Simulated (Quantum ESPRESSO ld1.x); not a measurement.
Problem. All-electron atom: Os2+ in [Xe] 4f14 5d6 (the NIST ground configuration). Calculated with ld1.x of Quantum ESPRESSO 7.5: Dirac Kohn-Sham, LDA (Slater exchange, Perdew-Wang correlation), spin-unpolarised, spherical densities, point nucleus; open shells are shared between the two j in proportion to 2j + 1. Some entries of the table are withheld. Estimate them.

orbital,occ.,eigenvalue (hartree),<r^2> (bohr^2)
1s1/2,2,-2709.40,0.0004338
2s1/2,2,(1),0.006590
2p1/2,2,-452.113,0.004687
2p3/2,4,-395.895,0.005883
3s1/2,2,-110.325,0.04296
3p1/2,2,-101.377,(2)
3p3/2,4,-89.1205,(3)
3d3/2,4,-74.0986,0.03535
3d5/2,6,-71.4419,0.03714
4s1/2,2,-23.7568,0.2109
4p1/2,2,(4),0.2164
4p3/2,4,(5),0.2510
4d3/2,4,(6),0.2700
4d5/2,6,(7),0.2827
5s1/2,2,-4.00074,1.137
5p1/2,2,-2.83966,(8)
4f5/2,6,-2.60800,0.3765
4f7/2,8,-2.50474,0.3881
5p3/2,4,-2.38507,(9)
5d3/2,2.4,-0.87895,3.257
5d5/2,3.6,-0.83662,3.481

Solution. 
(1) 2s1/2 eigenvalue (hartree): -472.095
(2) 3p1/2 <r^2> (bohr^2): 0.03930
(3) 3p3/2 <r^2> (bohr^2): 0.04583
(4) 4p1/2 eigenvalue (hartree): -20.0048
(5) 4p3/2 eigenvalue (hartree): -17.1168
(6) 4d3/2 eigenvalue (hartree): -10.9531
(7) 4d5/2 eigenvalue (hartree): -10.4182
(8) 5p1/2 <r^2> (bohr^2): 1.365
(9) 5p3/2 <r^2> (bohr^2): 1.629
